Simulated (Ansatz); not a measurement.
CH$_{4}$BClF$_{2}$Si, relaxed with RKS PBE0-D4/def2-TZVP in the Gaussian-basis code of Ansatz from a PBE-D4/def2-SVP geometry. The force threshold is 0.005 eV/Å; the program also tests the step.

Charge 0, multiplicity 1. The bonds changed during the relaxation, so this is another structure than the one it started from.

Start:

```xyz
10

B    -0.409   -0.638   -0.784
C    -0.913   -0.924    0.596
F    -1.928   -0.321    1.179
F    -0.344   -1.719    1.472
Si    0.720    0.965   -0.015
Cl    2.696    0.754   -0.641
H     0.446   -1.398   -1.194
H    -1.183   -0.046   -1.514
H     0.169    2.240   -0.585
H     0.745    1.086    1.485
```

```csv
step,energy (eV),largest force (eV/Å),largest move (Å)
1,-27601.6663,0.837,0.000
2,-27601.7095,0.269,0.049
3,-27601.7106,0.363,0.033
4,-27601.7145,0.051,0.016
5,-27601.7148,0.017,0.003
6,-27601.7148,0.014,0.003
7,-27601.7151,0.031,0.024
8,-27601.7157,0.061,0.051
9 (rejected),-27601.7144,0.258,0.196
10,-27601.7171,0.052,0.050
11,-27601.7215,0.152,0.100
12,-27601.7279,0.325,0.146
13,-27601.7347,0.403,0.163
14,-27601.7548,0.437,0.136
15,-27601.7882,0.403,0.195
16,-27601.8190,0.473,0.200
17,-27601.8339,0.463,0.168
18,-27601.8419,0.331,0.092
19,-27601.8465,0.107,0.034
20,-27601.8474,0.059,0.040
21,-27601.8480,0.024,0.014
22,-27601.8480,0.027,0.007
23,-27601.8480,0.008,0.003
24,-27601.8480,0.003,0.002
```

End:

```xyz
10

B    -0.626   -0.466   -0.755
C    -0.645   -1.095    0.584
F    -1.409   -0.747    1.577
F     0.166   -2.017    0.996
Si    0.641    1.024   -0.090
Cl    2.467    0.352    0.575
H     0.035   -1.006   -1.592
H    -1.546    0.270   -0.989
H     0.872    1.845   -1.301
H     0.044    1.840    0.994
```

Run time 5.1 min (4 threads of a server CPU on a shared host); peak host memory 0.68 GiB.
